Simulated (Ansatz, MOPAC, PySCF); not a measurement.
Molecule: HSiOCl₂, net charge 0, doublet state. SMILES: [O][SiH](Cl)Cl
Geometry: optimised at B3LYP-D3(BJ)/def2-TZVP (Ansatz, an electronic-structure program).

Unscaled harmonic wavenumbers (cm⁻¹) in rising order, each level at the stationary point that it reaches from this structure (no distance between atoms moves by over 0.3 Å); the order of modes can differ between levels, and a negative number is imaginary. B3LYP-D3(BJ)/def2-TZVP (PySCF, at the structure above): 151, 185, 246, 503, 579, 702, 748, 889, 2240.

AM1 (MOPAC): 152, 191, 214, 403, 455, 620, 665, 860, 2164. Zero-point energy 8.2 against 8.9 kcal/mol; where all levels lie over 400 cm⁻¹, the wavenumbers are on average 0.926 times those of B3LYP-D3(BJ)/def2-TZVP.

PM3 (MOPAC): 138, 196, 211, 345, 372, 646, 648, 915, 1890. Zero-point energy 7.7 against 8.9 kcal/mol; where all levels lie over 400 cm⁻¹, the wavenumbers are on average 0.915 times those of B3LYP-D3(BJ)/def2-TZVP.

PM7 (MOPAC): 162, 205, 219, 495, 581, 587, 600, 868, 2143. Zero-point energy 8.4 against 8.9 kcal/mol; where all levels lie over 400 cm⁻¹, the wavenumbers are on average 0.893 times those of B3LYP-D3(BJ)/def2-TZVP.

HF/3-21G (Ansatz): 163, 177, 269, 475, 550, 793, 794, 948, 2440. Zero-point energy 9.4 against 8.9 kcal/mol; where all levels lie over 400 cm⁻¹, the wavenumbers are on average 1.087 times those of B3LYP-D3(BJ)/def2-TZVP.
